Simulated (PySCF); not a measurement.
# Assigning NMR signals

Structure with atom numbers: `[CH2:1]=[CH:2][Si:3]([CH3:4])([CH3:5])[CH3:6]`. Hydrogens are named by the atom that carries them. Ha(C1) is cis to Si3; Hb(C1) is trans to Si3.

[PySCF: geometry: GFN2-xTB; GIAO PBE0/pcSseg-1 shieldings; relativity neglected; equivalent nuclei averaged; no solvent; a single conformation]

Scale: $^{13}$C and $^{1}$H vs TMS (reference shieldings calculated alike).

Task: Assign these signals to the numbered atoms. $^{13}$C{$^{1}$H} NMR (computed): δ 148.8 (CH), 139.1 (CH2), -1.2 (CH3).

Result: 
148.8 → C2, alkene CH: an sp2 carbon of a C=C bond
139.1 → C1, terminal =CH2 carbon: as expected for a trigonal carbon in a double bond
-1.2 → C4/C5/C6, methyl carbon bonded to Si: an electropositive neighbour leaves it electron-rich and shielded

Task: Assign these signals to the numbered atoms. $^{1}$H NMR (500 MHz, computed): δ 6.53 (m, 1H), 6.30 (m, 1H), 5.95 (m, 1H), 0.09 (s, 9H).

Result: 
| δ (ppm) | atoms | environment | reason |
| --- | --- | --- | --- |
| 6.53 | H(C2) | hydrogen on an alkene CH | olefinic region |
| 6.30 | Hb(C1) | hydrogen on a terminal =CH2 carbon | attached to an sp2 carbon and in the plane of the double bond |
| 5.95 | Ha(C1) | hydrogen on a terminal =CH2 carbon | – |
| 0.09 | H(C4)/H(C5)/H(C6) | hydrogen on a methyl carbon bonded to Si | an electropositive neighbour shields it, as in TMS itself |

Shifts are as computed. Against solution values, carbons near 30 ppm lie about +3 ppm off and those near 130 ppm about +5 ppm. Of 1211 compounds with measured shifts, 218 miss one by over three times the rms of a fit or turn the order of signals round; such compounds aren't used in these exercises. Multiplicities follow the n + 1 count of equivalent neighbours, as no J values were calculated; m marks all less simple cases, F and P coupling included.
